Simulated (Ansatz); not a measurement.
Program: Ansatz. Geometries: PBE0-D4/def2-TZVP. ΔE: electronic, gas phase. CCSD(T)/CBS adds triple-zeta CCSD(T) − MP2 to the extrapolated MP2 energy (def2 sets, frozen cores). This one scheme is used for every species. DFT in def2-TZVPP. def2 core potentials past Kr. For I outer-core shells are correlated without core-valence functions, which leaves a few kJ/mol of doubt a bond. Each species was taken in one conformer, which may not be the lowest.

`ClCCI` + H–F → `FCCCl` + HI  (substitution at a C–I bond)

```json
{"level": "PBE-D4", "ΔE (kcal/mol)": "9.8", "difference from CCSD(T)/CBS": "-2.9"}
{"level": "PBE0-D4", "ΔE (kcal/mol)": "9.6", "difference from CCSD(T)/CBS": "-3.1"}
{"level": "ωB97M-V", "ΔE (kcal/mol)": "8.0", "difference from CCSD(T)/CBS": "-4.7"}
{"level": "r2SCAN", "ΔE (kcal/mol)": "8.1", "difference from CCSD(T)/CBS": "-4.6"}
{"level": "PBE0", "ΔE (kcal/mol)": "8.4", "difference from CCSD(T)/CBS": "-4.3"}
{"level": "SCS-MP2/def2-TZVPP", "ΔE (kcal/mol)": "11.6", "difference from CCSD(T)/CBS": "-1.1"}
{"level": "CCSD(T)/def2-TZVPP", "ΔE (kcal/mol)": "10.4", "difference from CCSD(T)/CBS": "-2.3"}
{"level": "HF/def2-QZVPP", "ΔE (kcal/mol)": "3.4", "difference from CCSD(T)/CBS": "-9.3"}
{"level": "MP2/def2-QZVPP", "ΔE (kcal/mol)": "15.7", "difference from CCSD(T)/CBS": "3.0"}
{"level": "SCS-MP2/def2-QZVPP", "ΔE (kcal/mol)": "12.9", "difference from CCSD(T)/CBS": "0.2"}
{"level": "CCSD(T)/CBS", "ΔE (kcal/mol)": "12.7", "difference from CCSD(T)/CBS": "0"}
```

Largest T1 diagnostic among the species: 0.010.

In def2-TZVPP, CCSD(T) changes the Hartree–Fock value by +7.1 kcal/mol (the triples alone add +1.2 kcal/mol) and MP2 by +11.0 kcal/mol. The D4 term adds +2.2 kcal/mol with B3LYP and +1.2 kcal/mol with PBE0; it sums over pairs of atoms, weighted by their polarisabilities, and B3LYP, whose exchange is more repulsive, gets the larger term.

B3LYP here is the variant with VWN-RPA as its local correlation; programs differ in this.
